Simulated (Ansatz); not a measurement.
GeH$_{7}$N$_{3}$, SMILES `[NH2][GeH]([NH2])[NH2]`. The species carries charge 0 and has multiplicity 1.

Cartesian coordinates in Å:
```
N 1.2971 -1.0945 0.3794
Ge 0.2605 0.3235 -0.1488
N -1.1339 -0.3290 -1.1453
N -0.6222 1.2030 1.1907
H 2.1549 -1.2273 -0.1348
H 0.8162 -1.9769 0.4788
H 1.2315 1.3306 -0.8019
H -1.8222 0.3642 -1.4042
H -0.8698 -0.8586 -1.9634
H -0.0197 1.6425 1.8724
H -1.2924 0.6225 1.6770
```

(1) List the harmonic frequencies (cm⁻¹, unscaled) at PBE0-D4/def2-TZVP in Ansatz. (Best estimate.)

(2) Is this a minimum?

(3) Give the ideal-gas thermochemistry at 298.15 K and 1 bar (rigid rotor, harmonic oscillator; point group C1, symmetry number 1).

(4) And at 400, 500, 600, 800 and 1000 K?

(5) Rotational constants (cm⁻¹)?

Answers

(1) The calculation gave: 115, 200, 208, 235, 245, 311, 463, 547, 573, 682, 689, 701, 705, 735, 890, 905, 927, 1572, 1573, 1578, 2125, 3559, 3565, 3572, 3654, 3663, 3674.

(2) Yes, all 27 modes are real.

(3) Zero-point energy 225.3 kJ/mol; H(298) − E = 247.2 kJ/mol; entropy 343.4 J/(mol·K), of which translation 168.7, rotation 107.3, vibration 67.4; G(298) − E = 144.8 kJ/mol.

(4) 
```json
{"T (K)": "400", "H − E (kJ/mol)": "260.3", "S (J/mol/K)": "381.0", "G − E (kJ/mol)": "107.9"}
{"T (K)": "500", "H − E (kJ/mol)": "274.9", "S (J/mol/K)": "413.5", "G − E (kJ/mol)": "68.1"}
{"T (K)": "600", "H − E (kJ/mol)": "290.8", "S (J/mol/K)": "442.5", "G − E (kJ/mol)": "25.3"}
{"T (K)": "800", "H − E (kJ/mol)": "325.5", "S (J/mol/K)": "492.2", "G − E (kJ/mol)": "-68.3"}
{"T (K)": "1000", "H − E (kJ/mol)": "363.1", "S (J/mol/K)": "534.2", "G − E (kJ/mol)": "-171.1"}
```

(5) 0.1914, 0.1659, 0.1092.
